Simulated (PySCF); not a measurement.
In(Br)(OH)(OMe) (CH4BrInO2), SMILES [In]([OH])([Br])[O]C.

Geometry optimised at PBE-D3(BJ)/def2-SVP. The structure was generated by enumeration; whether it is a known compound was not checked. The def2 effective core potentials stand for the cores of In; spin–orbit coupling is left out. The values are those of a single conformer.

Method: PBE-D3(BJ)/def2-SVP in PySCF 2.14.0.

Frequencies are harmonic and unscaled.

```
mode  ν (cm⁻¹)  IR (km/mol)    moving atoms (share of kinetic energy)
----  --------  -----------  ----------------------------------------
1           33          1.9                    H 73 %, O 13 %, C 12 %
2           61          1.6  C 29 %, In 25 %, Br 20 %, O 14 %, H 12 %
3           73          0.3           In 28 %, H 27 %, O 20 %, C 17 %
4           95         13.7                            O 70 %, H 11 %
5          140         28.7                   O 58 %, H 25 %, In 15 %
6          214          1.1           C 30 %, Br 29 %, O 25 %, H 15 %
7          255         35.8                  In 39 %, Br 36 %, O 13 %
8          279         72.2                                    H 92 %
9          512         18.8                           O 75 %, In 11 %
10         575         60.1                           O 82 %, In 15 %
11         835         96.0                                    H 93 %
12        1062        178.2                            O 50 %, C 46 %
13        1124          0.0                            H 77 %, C 19 %
14        1135          6.4                            H 74 %, C 20 %
15        1410          2.3                                    H 96 %
16        1412         17.9                                    H 92 %
17        1427         42.4                                    H 93 %
18        2902        117.7                                    H 97 %
19        2970         43.8                            H 90 %, C 10 %
20        3000         20.9                             H 91 %, C 9 %
21        3693         56.7                                    H 94 %
```
